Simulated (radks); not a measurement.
The cadmium ion Cd+ inside a hard spherical wall (all orbitals vanish at R), configuration held at [Kr] 4d10 5s1 and not refilled when levels cross. Method: scalar-relativistic Kohn-Sham, LDA (Slater exchange, Perdew-Wang correlation), spin-polarised, spherical densities, finite nucleus; open shells are filled with parallel spins first (spin-orbit coupling, left out, can overturn this in heavy ions); Fermi nuclear charge, rms radius 4.6087 fm; computed with a radial shooting solver on a logarithmic mesh with Libxc functionals. Eigenvalues in eV for spin up, with the zero of energy where the potential of the charges vanishes at infinity; a dash marks a level that is unbound or too diffuse for the functional's potential to be trusted. A positive occupied level is held by the wall or, in an anion where self-interaction has pushed it up, behind a barrier. The pressure on the wall is -dE/dV.

| R (bohr) | E (hartree) | kinetic (hartree) | e(4s) | e(4p) | e(4d) | e(5s) | e(5p, empty) | e(6s, empty) | pressure (GPa) |
|---|---|---|---|---|---|---|---|---|---|
| free | -5589.13955 | 5814.093 | -114.74 | -75.913 | -20.825 | -13.801 | -7.919 | -3.354 | 0 |
| 20 | -5589.13955 | 5814.093 | -114.74 | -75.913 | -20.825 | -13.801 | -7.919 | -3.354 | < 0.0001 |
| 12 | -5589.13955 | 5814.093 | -114.74 | -75.913 | -20.825 | -13.801 | -7.919 | -3.202 | < 0.0001 |
| 10 | -5589.13954 | 5814.094 | -114.74 | -75.913 | -20.825 | -13.801 | -7.914 | -2.822 | 0.000219 |
| 8 | -5589.13937 | 5814.096 | -114.73 | -75.902 | -20.815 | -13.789 | -7.852 | -1.473 | 0.0113 |
| 6 | -5589.13439 | 5814.140 | -114.56 | -75.735 | -20.657 | -13.561 | -7.218 | 3.887 | 0.549 |
| 4 | -5589.00079 | 5814.916 | -112.50 | -73.720 | -18.763 | -9.911 | -1.115 | 31.055 | 34.9 |
| 2.5 | -5586.68274 | 5825.278 | -97.635 | -59.390 | -3.728 | 24.776 | 42.911 | 158.14 | 2040 |
